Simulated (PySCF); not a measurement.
FH3InNO. Atoms are numbered in the order given.

```xyz
7

In     0.0326     0.0069     0.0038
F     -1.5108    -1.0178    -0.6510
O      0.1324     1.8362    -0.7604
H     -0.5901     1.9811    -1.3835
N      1.1728    -0.7972     1.4577
H      2.1302    -0.4541     1.4836
H      1.1902    -1.8146     1.4503
```
Charge 0, spin multiplicity 1.

Geometry: PBE0-D3(BJ)/def2-SVP. The def2 effective core potentials stand for the cores of In; spin–orbit coupling is left out. One conformer was computed; it need not be the lowest.

Level of theory: C-PCM-PBE0/def2-SVP (PySCF).

The values are the electrostatic part of the solvation free energy, E(continuum) − E(gas) at the gas-phase geometry, in a cavity of scaled van der Waals radii (PySCF's table); cavitation and dispersion terms are not included. A continuum can't describe solvent molecules that bind to the metal. In vacuum the orbital gap is 6.09 eV. The dipole moment in vacuum is 2.15 D.

```
solvent            ε  ΔG(elec) (kcal/mol)  dipole (D)  gap (eV)
-------------  -----  -------------------  ----------  --------
water          78.36                -12.8        2.53      6.12
n-hexane        1.88                 -5.8        2.32      6.11
chlorobenzene   5.70                -10.5        2.46      6.12
```
